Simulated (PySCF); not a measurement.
`C[C@@H]1NC[C@@H]1[S@](C)=O`, C$_{5}$H$_{11}$NOS

Geometry (Å), atoms numbered from 1 in this order:
```xyz
19

C    -1.2224    1.4292    0.2672
C    -1.0445    0.1120   -0.4755
N    -1.9552   -0.9661   -0.0669
C    -0.8860   -1.6612    0.6552
C     0.1434   -0.7460   -0.0124
S     1.3268    0.0458    1.1729
C     2.4003    0.7681   -0.1478
O     2.0897   -1.0604    1.7488
H    -0.4361    2.1329    0.0058
H    -2.1807    1.8711    0.0004
H    -1.1989    1.2666    1.3425
H    -1.0959    0.2845   -1.5571
H    -2.7556   -0.6791    0.4843
H    -0.9016   -1.5586    1.7458
H    -0.8258   -2.7206    0.4008
H     0.7112   -1.2237   -0.8068
H     1.7959    1.4068   -0.7809
H     3.1803    1.3474    0.3355
H     2.8452   -0.0394   -0.7187
```

Method used: PySCF, TDDFT CAM-B3LYP/def2-SVPD circular dichroism and optical rotation, one conformer, gas phase. Geometry: GFN2-xTB.

The molecule is flexible and this is one conformer; a measurement averages over conformers.

**Question.** Draw the ECD and absorption spectra from the lowest 8 states, each a Gaussian of half-width 0.25 eV at 1/e height.

**Answer.** 
```csv
E (eV),λ (nm),Δε (L mol⁻¹ cm⁻¹),ε (L mol⁻¹ cm⁻¹)
5.35,232,+0.13,75.2
5.45,227,+0.54,320
5.55,223,+1.69,990
5.65,219,+3.85,2230
5.75,215,+6.33,3640
5.85,212,+7.48,4340
5.95,208,+6.14,3770
6.05,205,+3.01,2420
6.15,201,-0.12,1200
6.25,198,-2.10,580
6.35,195,-2.97,508
6.45,192,-2.94,855
6.55,189,-1.67,1570
6.65,186,+0.89,2610
6.75,184,+3.44,3780
6.85,181,+4.46,4660
```
Δε uses R in velocity form, ε uses f in length form. Only the states computed contribute, so the short-wavelength end is incomplete.
